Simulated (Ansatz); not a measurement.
Basis sets compared for [TbCl6]3- (TbCl6³⁻). The state is a septet with charge -3. Geometry r2SCAN-D4/def2-SVP. Ansatz on 4 threads of Intel Xeon 6975P-C on a shared host; times are rough, and most runs start from earlier orbitals.

```xyz
7

Tb   -0.001   -0.001    0.000
Cl    1.262    0.205   -2.407
Cl   -1.267   -0.207    2.407
Cl    2.344   -0.774    1.157
Cl   -2.342    0.777   -1.158
Cl   -0.598   -2.605   -0.539
Cl    0.601    2.604    0.539
```

In the def2 sets Tb takes a core potential; there is no spin–orbit coupling. With an open 4f shell the SCF may have ended on a state above the lowest. A multiply charged anion in the gas phase is held together partly by the finite basis. Removing one electron lowers the energy by 1.84 eV at PBE0-D4/def2-TZVP, so it isn't bound. At PBE-D4/def2-SVP, PBE-D4/def2-TZVP, PBE0-D4/def2-SVP, PBE0-D4/def2-TZVP the highest occupied level of the charge -3 septet lies above zero (up to 6.72 eV). By energy differences it is unbound by 1.84 eV (vertical, against the charge -2 octet, at PBE0-D4/def2-TZVP) and held by the finite basis.

```tsv
level	functions	energy (Eh)	HOMO (eV)	LUMO (eV)	wall time
PBE-D4/def2-SVP	185	-3583.1240	6.72	7.64	9.5 s
PBE0-D4/def2-SVP	185	-3583.2329	4.11	10.25	18 s
```

Estimate the rows for PBE-D4/def2-TZVP (with forces), PBE0-D4/def2-TZVP.


```csv
level,functions,energy (Eh),HOMO (eV),LUMO (eV),wall time
PBE-D4/def2-TZVP (with forces),314,-3584.1465,5.80,6.74,31 s
PBE0-D4/def2-TZVP,314,-3584.2327,3.35,9.92,32 s
```
